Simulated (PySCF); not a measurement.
Geometries of 2 isomers of C5H4F2O, from PySCF, PBE0-D3(BJ)/def2-SVP geometry optimisation, gas phase. One conformer each, no zero-point energy, no frequencies.

Question: Which is lower in electronic energy at this level?
A.
```xyz
12
angstrom
F     -2.085   -0.472    1.378
C     -1.026   -0.080    0.670
C     -0.825    1.221    0.452
O      0.239    1.698   -0.266
C      1.076    0.775   -0.758
F      2.039    1.367   -1.427
C      0.978   -0.546   -0.612
C     -0.141   -1.169    0.173
H     -1.482    2.008    0.821
H      1.742   -1.168   -1.079
H      0.236   -1.761    1.029
H     -0.732   -1.876   -0.440
```
B.
```xyz
12
angstrom
F      2.243   -0.794    1.232
C      1.866   -0.312    0.025
F      2.542    0.841   -0.163
C      0.399   -0.072   -0.026
C     -0.416    0.840    0.578
C     -1.739    0.525    0.144
C     -1.616   -0.552   -0.684
O     -0.325   -0.917   -0.790
H      2.165   -1.038   -0.751
H     -0.105    1.638    1.248
H     -2.663    1.032    0.414
H     -2.331   -1.143   -1.252
```

Answer: B. That is `FC(F)c1ccco1`, 15.5 kcal/mol below the other.

```
        SMILES                             atoms numbered as above      E (Eh)  relative (kcal/mol)  relative (kJ/mol)  dipole (D)
  FC(F)c1ccco1    [F:1][CH:2]([F:3])[c:4]1[cH:5][cH:6][cH:7][o:8]1  -466.98494                  0.0                0.0        2.21
FC1=COC(F)=CC1  [F:1][C:2]1=[CH:3][O:4][C:5]([F:6])=[CH:7][CH2:8]1  -466.96029                 15.5               64.7        1.04
```

As drawn, the lower has an aromatic ring and two fluorines on one carbon, which the higher lacks; the higher has a C=C bond outside aromatic rings, which the lower lacks.
